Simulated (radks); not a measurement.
W+, 73 electrons, occupied as [Xe] 4f14 5d4 6s1 (the NIST ground configuration). All-electron calculation, Dirac Kohn-Sham, exchange-only B88, spin-unpolarised, spherical densities, point nucleus; open shells are shared between the two j in proportion to 2j + 1. Program: a radial shooting solver on a logarithmic mesh with Libxc functionals.

Normalised radial functions P(r) = r R(r) (large component), r in bohr:

| r | 5p3/2 | 6s1/2 |
|---|---|---|
| 0.0007923 | 0.0007 | 0.0177 |
| 0.00125 | 0.0016 | 0.0250 |
| 0.001972 | 0.0037 | 0.0345 |
| 0.003112 | 0.0085 | 0.0457 |
| 0.00491 | 0.0192 | 0.0566 |
| 0.007684 | 0.0408 | 0.0621 |
| 0.01212 | 0.0828 | 0.0527 |
| 0.01913 | 0.1509 | 0.0163 |
| 0.03018 | 0.2288 | -0.0472 |
| 0.04762 | 0.2397 | -0.0962 |
| 0.07513 | 0.0556 | -0.0447 |
| 0.1185 | -0.2788 | 0.1037 |
| 0.187 | -0.2664 | 0.0950 |
| 0.2951 | 0.3337 | -0.1567 |
| 0.4655 | 0.4119 | -0.0908 |
| 0.7345 | -0.5284 | 0.2892 |
| 1.15 | -1.0241 | 0.1328 |
| 1.814 | -0.5805 | -0.4628 |
| 2.862 | -0.1250 | -0.6486 |
| 4.515 | -0.0080 | -0.3268 |
| 7.124 | -0.0001 | -0.0577 |

5p3/2: eigenvalue -46.898 eV, 3 radial nodes at r = 0.0814, 0.235, 0.584 bohr, <r> = 1.28 bohr, 90 % of the charge inside 1.88 bohr. 6s1/2: eigenvalue -11.487 eV, 5 radial nodes at r = 0.0218, 0.0871, 0.225, 0.518, 1.28 bohr, <r> = 2.99 bohr, 90 % of the charge inside 4.39 bohr.
